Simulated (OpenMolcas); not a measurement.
## Mo: effect of the IPEA shift

```yaml
Program: OpenMolcas 26.06
Basis: ANO-RCC-VTZP [7s6p4d2f1g]
Scalar_Hamiltonian: DKH2, point nucleus
Active_space: 6 electrons in 9 orbitals (RAS2 4d 5s; RAS3 5p, at most 2 electrons)
State_averaging: 2S+1 = 7 even, 1 root; 2S+1 = 5 even, 30 roots kept (CI in the orbitals of an earlier block); 2S+1 = 3 even, 72 roots kept (CI in the orbitals of an earlier block); 2S+1 = 1 even, 23 roots kept (CI in the orbitals of an earlier block); 2S+1 = 7 odd, 18 roots; 2S+1 = 5 odd, 13 roots kept (CI in the orbitals of an earlier block); 2S+1 = 3 odd, 3 roots kept (CI in the orbitals of an earlier block, 0 in the spin-orbit step)
Spin-orbit_coupling: state interaction with AMFI integrals over the reference wave functions, term energies averaged over their components
```

Methods on the same reference wave functions:
A. RASSCF
B. MS-RASPT2, IPEA 0 Eh, imaginary shift 0.1 Eh (closed shells correlated: 4s 4p)
C. MS-RASPT2, IPEA 0.25 Eh, imaginary shift 0.1 Eh (closed shells correlated: 4s 4p)

Energies in cm⁻¹ above 4d⁵ 5s ⁷S₃, the measured ground level; measured values from NIST Handbook of Basic Atomic Spectroscopic Data.

| Level | A | B | C | Measured |
| --- | --- | --- | --- | --- |
| 4d⁵ 5s ⁷S₃ | 0.0 | 0.0 | 0.0 | 0.0 |
| 4d⁵ 5s ⁵S₂ | 13811 | 10830 | 11270 | 10768 |
| 4d⁴ 5s² ⁵D₀ | 17300 | 10640 | 11120 | 10966 |
| 4d⁴ 5s² ⁵D₁ | 17443 | 10810 | 11280 |  |
| 4d⁴ 5s² ⁵D₂ | 17706 | 11130 | 11580 |  |
| 4d⁴ 5s² ⁵D₃ | 18062 | 11550 | 11990 |  |
| 4d⁴ 5s² ⁵D₄ | 18499 | 12060 | 12480 |  |
| 4d⁵ 5s ⁵G₂ | 22006 | 18460 | 18740 | 16641 |
| 4d⁵ 5s ⁵G₃ | 22044 | 18500 | 18780 |  |
| 4d⁵ 5s ⁵G₄ | 22086 | 18560 | 18830 |  |
| 4d⁵ 5s ⁵G₅ | 22123 | 18600 | 18870 |  |
| 4d⁵ 5s ⁵G₆ | 22143 | 18630 | 18890 |  |
| 4d⁴ 5s 5p ⁷F°₀ | 23819 | 29340 | 29310 |  |
| 4d⁴ 5s 5p ⁷F°₁ | 23927 | 29440 | 29410 |  |
| 4d⁴ 5s 5p ⁷F°₂ | 24144 | 29660 | 29630 |  |
| 4d⁵ 5s ⁵P₃ [72 %] | 24185 | 19750 | 20420 |  |
| 4d⁵ 5s ⁵P₂ [74 %] | 24275 | 19940 | 20550 |  |
| 4d⁵ 5s ⁵P₁ | 24371 | 20200 | 20740 |  |
| 4d⁴ 5s 5p ⁷F°₃ | 24470 | 29980 | 29960 |  |
| 4d⁴ 5s 5p ⁷F°₄ | 24907 | 30420 | 30390 |  |
| 4d⁴ 5s 5p ⁷P°₄ [71 %] | 25499 | 27380 | 27390 |  |
| 4d⁵ 5s ⁵D₀ | 27539 | 21460 | 22330 |  |
| 4d⁵ 5s ⁵D₁ | 27625 | 21660 | 22470 |  |
| 4d⁵ 5s ⁵D₄ | 27711 | 21380 | 22330 |  |

Deviations, from unrounded energies. A percentage is the sum of absolute deviations over the sum of measured energies, with the sign that they share, or ± where signs differ.

```json
{"Against measurement": "mean absolute deviation (cm-1)", "Levels": "3", "A": "4900", "B": "730", "C": "920"}
{"Against measurement": "other terms of the ground configuration (%)", "Levels": "2", "A": "+30.7", "B": "+6.8", "C": "+9.5"}
{"Against measurement": "other configurations (%)", "Levels": "1", "A": "+57.8", "B": "-3.0", "C": "+1.4"}
```

B lies closest to measurement on these levels and A furthest from it. The largest miss of B in the table is 4d⁵ 5s ⁵G₂, by +1800 cm-1. The ranking rests on the paired levels alone, and a cruder setting can come out closer through cancelling errors.

Between B and C the level of the table that moves most is 4d⁵ 5s ⁵D₄, by 950 cm-1 (lowest in B, highest in C). Moves below CASPT2's spread within the term are not significant.

The mean deviations of B to C differ by less than CASPT2's widest spread within a term (380 cm-1), so their order carries little weight.

From A to B the spin-free energies of the other terms of 4d⁵ 5s shown, above ⁷S, scale by factors of 0.77 to 0.84.

The lowest spin-free term lies below A's lowest term by 0.419 hartree in B, 0.399 hartree in C.

Term energies are means over components that CASPT2 splits; among the terms shown or strongly mixed into the levels shown the widest spread is 380 cm-1 (4d⁵ 5s ⁵G, C). Over all roots computed the reference weight is 0.84 to 0.90 in B; the roots of lowest weight are the least certain, and an intruder state may touch them. Some high roots are left out of the spin-orbit mixing, which shifts the levels that they would mix with. Terms from blocks run as CI alone lack orbitals of their own. Configurations are named by rounded mean occupations; where the s occupation lies near a half they are strongly mixed, a name can repeat and a true partner stay unpaired. A single d shell beside an s shell can misplace configurations of different d count against each other. Without dynamic correlation excited terms often stand tens of per cent too high (terms of higher spin than the ground term too low), and those without a measured partner can miss by more than the paired ones (holds for A). Blocks of more than 70 roots (2S+1 = 3 even) ran without multistate coupling (holds for B; C). Measured partners are found by configuration, term and J. A level has none where our copy of the source lacks it or the pairing is in doubt (some pairs that miss far off the trend of their configuration count as doubtful), and it then counts in no deviation. Only configurations of the active space appear. Levels that lie high or do not pair safely by name in every column are left out.

A share in square brackets marks a mixed level and gives the weight of the term that names it, the lowest over the columns. ° marks odd parity.
